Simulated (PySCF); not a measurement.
C$_{5}$H$_{12}$, singlet, geometry from GFN2-xTB. Base run: DF-PBE/pcseg-0 run with PySCF.

Here is a job for PySCF.
```python
from pyscf import gto, scf, dft

mol = gto.M(
    atom='''
C     2.354035    0.522123    0.302068
C     0.978645   -0.104997    0.496001
C     0.084543    0.113805   -0.722702
C    -1.268521   -0.590813   -0.619985
C    -2.171776   -0.004031    0.458663
H     2.855566    0.085709   -0.559287
H     2.976620    0.361015    1.179310
H     2.264306    1.593863    0.137366
H     1.090920   -1.177645    0.671468
H     0.510941    0.330620    1.380301
H    -0.077514    1.185279   -0.863215
H     0.605763   -0.259019   -1.608358
H    -1.776002   -0.511310   -1.584609
H    -1.106950   -1.652614   -0.419383
H    -3.146476   -0.486681    0.438301
H    -1.744414   -0.148081    1.447471
H    -2.314316    1.062340    0.296371
''',
    basis='pcseg-0',
    charge=0,
    spin=0,
    verbose=4,
    max_memory=1800,
)

mf = dft.RKS(mol)
mf.xc = 'pbe'
mf = mf.density_fit(auxbasis='def2-universal-jkfit')
mf.kernel()
```

The job was repeated with other settings on one machine. Differences are taken from the largest basis of the pcseg family in the series, which isn't the basis-set limit (pcseg-2: -7.355 eV). The cheapest run took roughly 10 core-seconds.

```csv
setting,basis functions,"cost, times the cheapest (rough)",difference in HOMO energy (eV)
pcseg-0,69,1,-0.120
pcseg-1,130,2,-0.022
pcseg-2,318,7,reference
```

Times come from a shared machine, hold the start-up and are rough.
